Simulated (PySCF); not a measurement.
Run record: geometry optimisation, `C[SiH2][Se][SiH3]`.

Computed with PBE0-D3(BJ)/def2-SVP geometry optimisation, gas phase (PySCF 2.14.0). Start geometry: GFN2-xTB. The command runs a driver script over a list of jobs; the input below is this job's line of settings and its coordinates in Å.

Command:
```bash
OMP_NUM_THREADS=1 python probes_run.py task.json out
```

Input:
```
{"job": {"xc": "PBE0", "basis": "def2-SVP", "d3": "d3bj", "grid": 1, "shake": 0.01, "kind": "geom"}, "charge": 0, "multiplicity": 1}
C     -1.786360     0.540520     0.282700
Si    -0.937390    -1.052100    -0.201450
Se     0.995560    -0.583980    -1.348040
Si     2.334110     0.372390     0.278200
H     -1.214940     1.140470     0.968070
H     -2.769220     0.367150     0.742230
H     -1.975490     1.183150    -0.596550
H     -0.543000    -1.812360     0.983200
H     -1.702770    -1.834750    -1.132250
H      3.585340     0.581910    -0.348490
H      1.670280     1.620770     0.710410
H      2.383600    -0.551450     1.417670
```

Question: What does the run print?

Answer: 
```
step   0  E = -3022.42277268  max force = 0.042225
step   1  E = -3022.42926159  max force = 0.010837
step   2  E = -3022.43027893  max force = 0.002248
step   3  E = -3022.43033509  max force = 0.000257
step   4  E = -3022.43034006  max force = 0.000248
optimisation converged
```

Energies in Eh; «max force» is the largest Cartesian gradient component in Eh/bohr.

Question: Give the first gradient maximum in eV/Å.

Answer: With 1 Eh/bohr = 51.422 eV/Å, 2.171 eV/Å.

Main results: final energy -3022.43034 Eh after 4 steps; dipole 1.65 D.

Question: Where do the atoms end?

Answer: 0.077 Å rms from the input after alignment:
```
atom  x, y, z in Å
C1    -1.7453    0.5594    0.2813
Si2   -0.8717   -1.0279   -0.1975
Se3    1.0267   -0.6457   -1.4286
Si4    2.2092    0.3617    0.2419
H5    -1.1320    1.1602    0.9696
H6    -2.6979    0.3272    0.7841
H7    -1.9581    1.1667   -0.6110
H8    -0.5113   -1.8122    1.0236
H9    -1.7283   -1.8658   -1.0873
H10    3.5654    0.6362   -0.3124
H11    1.5791    1.6479    0.6684
H12    2.3124   -0.5325    1.4341
```

The run took 26 s on an Arm Neoverse V2 with one thread, shared host with 32 logical CPUs at a one-minute load of 18, and the process peaked at 0.52 GiB of memory.
Labels such as C1 count atoms from 1, the log's own numbers from 0.
